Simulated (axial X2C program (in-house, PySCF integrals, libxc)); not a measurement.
FTiF⁺: properties at the nuclei

Calculated with an axial X2C code built on PySCF integrals: two-component X2C with atomic mean-field Coulomb and Gaunt terms, Gaussian nuclei, basis F dyall-av3z, Ti dyall-v3z with contracted cores.

F–Ti–F held linear, with bonds 1.741 and 1.741 Å (near the PBE0 minimum at charge 1 of the determinant lowest at the starting distance; the state shown can have its own minimum elsewhere, held linear; other orders of the atoms were not compared).

Determinant lowest in the PBE0 search, Ω = 3/2 (⟨Sz⟩ = -0.50, ⟨Lz⟩ = 2.00 at PBE0), spin on the atoms F 0.01, Ti -0.53, F 0.01:

```
    level  A∥/gI F (MHz)  qzz F (a.u.)  A∥/gI Ti (MHz)  qzz Ti (a.u.)
     PBE0          0.827         -0.26             395          -2.38
       HF           2.48         -0.22             410          -2.35
BHandHLYP          0.785         -0.26             390          -2.38
```

Determinant 0.03 eV from it at PBE0 and this distance, Ω = 5/2 (⟨Sz⟩ = 0.50, ⟨Lz⟩ = 2.00 at PBE0), spin on the atoms F -0.01, Ti 0.53, F -0.01:

| level | A∥/gI F (MHz) | qzz F (a.u.) | A∥/gI Ti (MHz) | qzz Ti (a.u.) |
| --- | --- | --- | --- | --- |
| PBE0 | 1.31 | -0.26 | 84.2 | -2.39 |
| HF | -2.26 | -0.22 | 71.5 | -2.36 |
| BHandHLYP | -0.0779 | -0.26 | 88.5 | -2.38 |

A∥ (defined per Ω) follows by multiplying with gI = μI/(I μN); qzz is the electric field gradient, eQq0 = 234.96 MHz × Q/barn × qzz. The operators were transformed with the bare-nucleus X2C matrices; with these basis sets, hyperfine constants and field gradients can be off by tens of per cent, and where levels differ in sign neither size nor sign is settled.

Question: With gI(47Ti) = -0.3154, Q(47Ti) = 0.302 barn (g factors from the IAEA table of nuclear moments by Stone; Q from Pyykkö, Mol. Phys. 2018), turn the PBE0 values of the first state into constants in MHz.

Answer: A∥(47Ti) = 395 × -0.3154 = -125 MHz; eQq0(47Ti) = 234.96 × (0.302) × (-2.38) = -169 MHz.

The molecule was held linear; bending was not examined, so a bent shape may lie lower.

Each state is one determinant with collinear spin. Unrestricted Hartree–Fock can overshoot spin polarisation at the nuclei. The search compared states at one distance, so a state with another bond length can lie lower. Where a field gradient or hyperfine factor spreads by more than a factor of two over the levels, a constant derived from it is not to be relied on. PBE0 term energies can be off by some tenths of an eV.
